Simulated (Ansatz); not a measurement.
`C=C([SiH3])[SiH2]C`. The species carries charge 0 and has multiplicity 1. The structure was optimised at the PBE0-D4/def2-TZVP level. It is one conformer, not always the lowest.

```xyz
15

C     1.938   -0.586    0.589
C     0.827   -0.287   -0.093
Si    0.213   -1.474   -1.392
Si   -0.080    1.305    0.277
C    -1.831    0.975    0.845
H     2.502   -1.502    0.416
H     2.342    0.073    1.356
H     0.135   -0.806   -2.720
H     1.132   -2.642   -1.479
H    -1.157   -1.956   -1.061
H     0.685    2.036    1.327
H    -0.118    2.145   -0.954
H    -1.836    0.359    1.748
H    -2.349    1.911    1.067
H    -2.401    0.450    0.074
```

Question: What is the dipole moment at B3LYP/def2-TZVPP? (Best estimate.)

Answer: Computed: 0.72 D, with components (-0.04, -0.15, 0.71) D in this frame, pointing from negative to positive charge.

Question: And with PBE, r2SCAN, ωB97M-V? (Best estimate.)

Answer: The calculation gave: PBE 0.74 D, r2SCAN 0.76 D, ωB97M-V 0.75 D.

Question: Give the Mulliken charges with B3LYP, ωB97M-V, PBE in def2-TZVPP. (Best estimate.)

Answer: The calculation gave: 
| atom | B3LYP | ωB97M-V | PBE |
| --- | --- | --- | --- |
| C1 | -0.18 | -0.16 | -0.17 |
| C2 | -0.16 | -0.25 | -0.07 |
| Si3 | 0.25 | 0.17 | 0.18 |
| Si4 | 0.33 | 0.27 | 0.23 |
| C5 | -0.38 | -0.44 | -0.37 |
| H6 | 0.10 | 0.10 | 0.09 |
| H7 | 0.10 | 0.10 | 0.09 |
| H8 | -0.06 | -0.02 | -0.05 |
| H9 | -0.07 | -0.03 | -0.06 |
| H10 | -0.07 | -0.03 | -0.06 |
| H11 | -0.09 | -0.04 | -0.07 |
| H12 | -0.08 | -0.03 | -0.07 |
| H13 | 0.10 | 0.12 | 0.11 |
| H14 | 0.10 | 0.12 | 0.11 |
| H15 | 0.10 | 0.12 | 0.11 |

B3LYP here is the variant with VWN-RPA as its local correlation; programs differ in this.
